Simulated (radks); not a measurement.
Charge is removed step by step from the 6s down level of neutral osmium, starting from [Xe] 4f14 5d6 6s(up 1, down 1). Calculated with a radial shooting solver on a logarithmic mesh with Libxc functionals: scalar-relativistic Kohn-Sham, r2SCAN, spin-polarised, spherical densities, finite nucleus; open shells are filled with parallel spins first (spin-orbit coupling, left out, can overturn this in heavy ions); meta-GGA in the generalised Kohn-Sham scheme; Fermi nuclear charge, rms radius 5.4126 fm.

| removed (e) | E - E(0) (eV) | eigenvalue (eV) | E minus straight line (eV) |
|---|---|---|---|
| 0 | 0.000 | -5.558 | 0.000 |
| 0.125 | 0.737 | -6.234 | -0.283 |
| 0.25 | 1.557 | -6.895 | -0.483 |
| 0.375 | 2.459 | -7.538 | -0.601 |
| 0.5 | 3.441 | -8.177 | -0.640 |
| 0.625 | 4.503 | -8.819 | -0.598 |
| 0.75 | 5.643 | -9.436 | -0.477 |
| 0.875 | 6.862 | -10.078 | -0.279 |
| 1 | 8.161 | -10.699 | 0.000 |

Removing the whole electron costs 8.161 eV by Delta-SCF, against 5.558 eV from minus the eigenvalue at the starting occupation. Slater's transition state (half an electron removed) gives 8.177 eV. Integrating minus the eigenvalue over the occupation (Janak's theorem) gives 8.165 eV. In this scalar-relativistic scheme the density is built from large components alone, so the theorem holds only approximately. The mean slope of the eigenvalue, de/dn, is 5.14 eV per electron. Ionisation energy of Os in the NIST Atomic Spectra Database: 8.438 eV (measured).
